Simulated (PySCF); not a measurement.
## Calculated data, CH7B2Ge, CH5BGeN, BGeH5N, BGeH4N2 and others

Calculation on a computer-drawn molecule: the log of a Hartree-Fock and frozen-core CCSD(T) single point meant for a local Hartree-Fock minimum, with one planted fault or none, to be diagnosed. Offsets are logged minus clean, where the clean run is the same molecule without the fault. The reference is restricted for singlets and unrestricted otherwise, and also for a bond in bohr or an excited solution. Adding or removing an electron swaps singlet and doublet. The excited solution moves the top pair (singlet) or top alpha electron (doublet) to the lowest empty orbital. Highest occupied and lowest empty are orbital energies over both spins, largest force is the largest gradient component, triples share is (T) over the correlation energy, the T1 limit is 0.02 restricted and 0.045 unrestricted, electrons count all cores, a negative frequency is imaginary (commonest isotopes), and the dipole is about the centre of nuclear charge; on germanium a core potential holds 10 electrons, which the energies leave out, and 3d is frozen in MP2 and coupled-cluster steps. Program: PySCF 2.14.0.

Common to all runs: meant charge 1; meant multiplicity 1; meant basis and core potential on germanium cc-pVDZ-PP ECP10MDF; logged SCF converged yes; possible faults no fault, one electron removed, one electron added, multiplicity raised by two, geometry at a saddle point, SCF held on an excited solution, minimal basis STO-3G, one bond length entered in bohr, all coordinates scaled.

(1) 
```xyz
11
formula=CH7B2Ge meant_basis=cc-pVDZ logged_electrons=55 logged_basis_functions=100 logged_spin_squared=0.7677 logged_highest_occupied=-7.286 logged_lowest_empty=1.6424 logged_largest_force=0.043072 logged_T1_diagnostic=0.013237 logged_D1_diagnostic=0.038407 logged_triples_share=0.027049 logged_CC_converged=yes logged_dipole_magnitude=2.2998 logged_SCF_stable_within_its_kind=yes logged_energy_HF=-384.57219 logged_energy_CCSD(T)=-385.03156 planted_fault=one_electron_added HF_energy_offset_from_clean_run=-139 CCSD(T)_energy_offset_from_clean_run=-146.5
B      0.7648    -3.1726     0.7569
Ge     0.6651    -1.0656     1.0289
B      1.7978    -0.0778    -0.4684
C      1.7688     1.4759    -0.5504
H      0.8238    -4.3463     0.6023
H      1.1916    -0.9850     2.4610
H     -0.8518    -0.8879     1.0055
H      2.3996    -0.7602    -1.2414
H      1.4086     2.0054     0.3313
H      1.0800     1.7072    -1.3793
H      2.7395     1.8773    -0.8518
```

Units: logged_highest_occupied, logged_lowest_empty in eV; logged_largest_force in hartree/bohr; logged_dipole_magnitude in debye; logged_energy_HF, logged_energy_CCSD(T) in hartree; HF_energy_offset_from_clean_run, CCSD(T)_energy_offset_from_clean_run in kcal/mol.

Drawn bonds:
```tsv
atom	other atom	order
1	2	1
2	3	1
3	4	1
1	5	1
2	6	1
2	7	1
3	8	1
4	9	1
4	10	1
4	11	1
```

(2) 
```xyz
9
formula=CH5BGeN meant_basis=cc-pVDZ logged_electrons=54 logged_basis_functions=90 logged_spin_squared=0 logged_highest_occupied=-12.226 logged_lowest_empty=-3.748 logged_largest_force=3.661e-05 logged_lowest_frequency=-207.36 logged_T1_diagnostic=0.020466 logged_D1_diagnostic=0.070703 logged_triples_share=0.037876 logged_CC_converged=yes logged_dipole_magnitude=3.9897 logged_SCF_stable_within_its_kind=yes logged_energy_HF=-412.95167 logged_energy_CCSD(T)=-413.46723 planted_fault=geometry_at_a_saddle_point HF_energy_offset_from_clean_run=3.658 CCSD(T)_energy_offset_from_clean_run=3.62
B     -2.5302    -0.0882     0.0000
Ge    -0.8777     0.8144     0.0000
C      0.5789    -0.4498     0.0000
N      1.8378    -0.1877     0.0000
H     -3.5443    -0.6843     0.0000
H     -0.5198     2.2694     0.0000
H      0.3366    -1.5091     0.0000
H      2.5289    -0.9183     0.0000
H      2.1898     0.7536     0.0000
```

Units: logged_highest_occupied, logged_lowest_empty in eV; logged_largest_force in hartree/bohr; logged_lowest_frequency in cm⁻¹; logged_dipole_magnitude in debye; logged_energy_HF, logged_energy_CCSD(T) in hartree; HF_energy_offset_from_clean_run, CCSD(T)_energy_offset_from_clean_run in kcal/mol.

Drawn bonds:
```tsv
atom	other atom	order
1	2	1
2	3	2
3	4	1
1	5	1
2	6	1
3	7	1
4	8	1
4	9	1
```

Notes: T1 above single-reference limit.

(3) 
```xyz
8
formula=BGeH5N meant_basis=cc-pVDZ logged_electrons=48 logged_basis_functions=76 logged_spin_squared=0 logged_highest_occupied=-10.078 logged_lowest_empty=-11.416 logged_largest_force=0.2016 logged_CC_converged=no logged_dipole_magnitude=3.3922 logged_SCF_stable_within_its_kind=no logged_energy_HF=-374.59646 planted_fault=SCF_held_on_an_excited_solution HF_energy_offset_from_clean_run=372.6
B      1.6491     0.4158    -0.3837
N      2.4210    -0.0054    -1.3365
Ge     2.1272    -1.6067    -2.5097
H      0.9201     0.7562     0.4663
H      3.2727     0.5053    -1.5363
H      0.8125    -2.1333    -1.9742
H      2.0729    -0.9822    -3.8851
H      3.3452    -2.4476    -2.2033
```

Units: logged_highest_occupied, logged_lowest_empty in eV; logged_largest_force in hartree/bohr; logged_dipole_magnitude in debye; logged_energy_HF in hartree; HF_energy_offset_from_clean_run in kcal/mol.

Drawn bonds:
```tsv
atom	other atom	order
1	2	1
2	3	1
1	4	1
2	5	1
3	6	1
3	7	1
3	8	1
```

Notes: CCSD not converged.

(4) 
```xyz
8
formula=BGeH4N2 meant_basis=cc-pVDZ logged_electrons=53 logged_basis_functions=85 logged_spin_squared=0.7568 logged_highest_occupied=-23.573 logged_lowest_empty=-11.908 logged_largest_force=0.098063 logged_T1_diagnostic=0.017464 logged_D1_diagnostic=0.052711 logged_triples_share=0.029513 logged_CC_converged=yes logged_dipole_magnitude=6.3194 logged_SCF_stable_within_its_kind=yes logged_energy_HF=-428.52319 logged_energy_CCSD(T)=-428.99813 planted_fault=one_electron_removed HF_energy_offset_from_clean_run=291.9 CCSD(T)_energy_offset_from_clean_run=336.4
B     -0.7350    -1.5190    -0.7390
N     -0.4885    -0.6713     0.2171
Ge     0.9224     0.7345     0.3640
N      1.0419     1.7033     1.6898
H     -0.9145    -2.2604    -1.6270
H     -1.0841    -0.6932     1.0383
H      1.6803     0.6076    -0.9205
H      0.3987     1.6041     2.4603
```

Units: logged_highest_occupied, logged_lowest_empty in eV; logged_largest_force in hartree/bohr; logged_dipole_magnitude in debye; logged_energy_HF, logged_energy_CCSD(T) in hartree; HF_energy_offset_from_clean_run, CCSD(T)_energy_offset_from_clean_run in kcal/mol.

Drawn bonds:
```tsv
atom	other atom	order
1	2	1
2	3	1
3	4	2
1	5	1
2	6	1
3	7	1
4	8	1
```

(5) 
```xyz
8
formula=BGeH4N2 meant_basis=cc-pVDZ logged_electrons=54 logged_basis_functions=85 logged_spin_squared=0 logged_highest_occupied=-14.813 logged_lowest_empty=-4.1177 logged_largest_force=4.49e-06 logged_lowest_frequency=83.762 logged_T1_diagnostic=0.0239 logged_D1_diagnostic=0.065551 logged_triples_share=0.038778 logged_CC_converged=yes logged_dipole_magnitude=9.1748 logged_SCF_stable_within_its_kind=yes logged_energy_HF=-428.98834 logged_energy_CCSD(T)=-429.53417 planted_fault=no_fault HF_energy_offset_from_clean_run=0 CCSD(T)_energy_offset_from_clean_run=0
B     -0.7350    -1.5190    -0.7390
N     -0.4885    -0.6713     0.2171
Ge     0.9224     0.7345     0.3640
N      1.0419     1.7033     1.6898
H     -0.9145    -2.2604    -1.6270
H     -1.0841    -0.6932     1.0383
H      1.6803     0.6076    -0.9205
H      0.3987     1.6041     2.4603
```

Units: logged_highest_occupied, logged_lowest_empty in eV; logged_largest_force in hartree/bohr; logged_lowest_frequency in cm⁻¹; logged_dipole_magnitude in debye; logged_energy_HF, logged_energy_CCSD(T) in hartree; HF_energy_offset_from_clean_run, CCSD(T)_energy_offset_from_clean_run in kcal/mol.

Drawn bonds:
```tsv
atom	other atom	order
1	2	1
2	3	1
3	4	2
1	5	1
2	6	1
3	7	1
4	8	1
```

Notes: T1 above single-reference limit.

(6) 
```xyz
8
formula=AlBGeH4N meant_basis=cc-pV(D+d)Z logged_electrons=59 logged_basis_functions=94 logged_spin_squared=0.7563 logged_highest_occupied=-20.577 logged_lowest_empty=-12.682 logged_largest_force=0.093657 logged_T1_diagnostic=0.014922 logged_D1_diagnostic=0.035013 logged_triples_share=0.024999 logged_CC_converged=yes logged_dipole_magnitude=15.31 logged_SCF_stable_within_its_kind=yes logged_energy_HF=-616.05301 logged_energy_CCSD(T)=-616.41765 planted_fault=one_electron_removed HF_energy_offset_from_clean_run=330.9 CCSD(T)_energy_offset_from_clean_run=365.7
B     -0.8187     2.9262     0.6113
N     -0.3179     1.8325     0.2167
Al     0.3538     0.3657    -0.3125
Ge     1.3569    -1.8255    -1.1030
H     -1.2813     3.9367     0.9758
H      2.8509    -1.6447    -0.9070
H      0.9294    -1.9297    -2.5555
H      0.7336    -2.8705    -0.1959
```

Units: logged_highest_occupied, logged_lowest_empty in eV; logged_largest_force in hartree/bohr; logged_dipole_magnitude in debye; logged_energy_HF, logged_energy_CCSD(T) in hartree; HF_energy_offset_from_clean_run, CCSD(T)_energy_offset_from_clean_run in kcal/mol.

Drawn bonds:
```tsv
atom	other atom	order
1	2	1
2	3	2
3	4	1
1	5	1
4	6	1
4	7	1
4	8	1
```
